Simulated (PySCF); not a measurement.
Orbital picture of KSe⁺

UHF at R = 3.503 Å; PySCF, no relativity, basis sets K def2-SVP, Se def2-SVP. State: ³Σ⁻ (triplet), unpaired electrons π ↑↑. Only the outer orbitals are listed, counted within each symmetry.

| spin | orbital | occ. | ε (eV) | on K (%) | main shells (%) |
| --- | --- | --- | --- | --- | --- |
| α | 10σ | 1 | -52.96 | 100 | 100 K s |
| α | 5π | 1 | -31.39 | 100 | 100 K p |
| α | 5π | 1 | -31.39 | 100 | 100 K p |
| α | 11σ | 1 | -31.37 | 99 | 99 K p |
| α | 12σ | 1 | -29.63 | 1 | 99 Se s |
| α | 6π | 1 | -16.25 | 0 | 100 Se p |
| α | 6π | 1 | -16.25 | 0 | 100 Se p |
| α | 13σ | 1 | -14.83 | 3 | 97 Se p |
| α | 14σ | 0 | -3.56 | 100 | 96 K s |
| α | 7π | 0 | -1.96 | 100 | 100 K p |
| α | 7π | 0 | -1.96 | 100 | 100 K p |
| β | 10σ | 1 | -52.96 | 100 | 100 K s |
| β | 5π | 1 | -31.39 | 100 | 100 K p |
| β | 5π | 1 | -31.39 | 100 | 100 K p |
| β | 11σ | 1 | -31.36 | 100 | 100 K p |
| β | 12σ | 1 | -24.34 | 1 | 98 Se s |
| β | 13σ | 1 | -13.73 | 5 | 95 Se p |
| β | 6π | 0 | -3.98 | 11 | 89 Se p, 8 K p |
| β | 6π | 0 | -3.98 | 11 | 89 Se p, 8 K p |
| β | 14σ | 0 | -3.53 | 100 | 94 K s |

Problem. Which are the highest filled and the lowest empty level, where do they sit, and how wide is the gap?

Solution. Highest filled β 13σ at -13.73 eV (in %: 95 Se p); lowest empty β 6π at -3.98 eV (in %: 89 Se p, 8 K p); the gap at UHF is 9.75 eV.

| Property | Result |
| --- | --- |
| bond order (Mayer) | 0.18 |
| ⟨S²⟩ | 2.008 |
| charge on K (Mulliken, basis-dependent) | 0.91 |
| charge on K (Löwdin, basis-dependent) | 0.76 |
| dipole moment (positive dipole points towards Se; it is taken about the centre of mass and depends on that origin) | -9.98 D |
| polarisability along the bond | 28.6 bohr³ |
| polarisability across the bond | 19.5 bohr³ |

Spin–orbit coupling is left out. The state is the lowest determinant that a PBE0 search found; another state may lie lower at other levels.
